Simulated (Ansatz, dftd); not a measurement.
Reaction: SiPH4 (SMILES [SiH2]P, doublet) → SiPH4- (SMILES [SiH2-]P) (an electron is taken up)
Each species at its own B3LYP-D3(BJ)/def2-TZVP minimum (Ansatz, a program for electronic structure).

Property: adiabatic electron affinity (electronic), positive where energy is released, in eV. UHF or UKS for unpaired electrons; spin-orbit terms are left out. Correlated methods leave the cores frozen. No relativity. Double hybrids freeze cores in their MP2 part. def2-TZVPD holds few diffuse functions, which lowers the functionals' binding of the extra electron.

| level | program | adiabatic electron affinity (eV) |
|---|---|---|
| HF/aug-cc-pV(D+d)Z | Ansatz | 0.47 |
| PBE/def2-TZVPD | Ansatz | 1.53 |
| r2SCAN/def2-TZVPD | Ansatz | 1.41 |
| PBE0-D3(BJ)/def2-TZVPD | Ansatz + dftd3 | 1.46 |
| PBE0-D4/def2-TZVPD | Ansatz + dftd4 | 1.50 |
| B2PLYP/def2-TZVPD | Ansatz | 1.46 |
| B2GP-PLYP/def2-TZVPD | Ansatz | 1.44 |
| MP2/aug-cc-pV(D+d)Z | Ansatz | 1.40 |
| MP2/aug-cc-pV(T+d)Z | Ansatz | 1.50 |
| CCSD/aug-cc-pV(D+d)Z | Ansatz | 1.45 |
| CCSD/aug-cc-pV(T+d)Z | Ansatz | 1.51 |
| CCSDT(Q)/aug-cc-pV(D+d)Z | Ansatz | 1.52 |
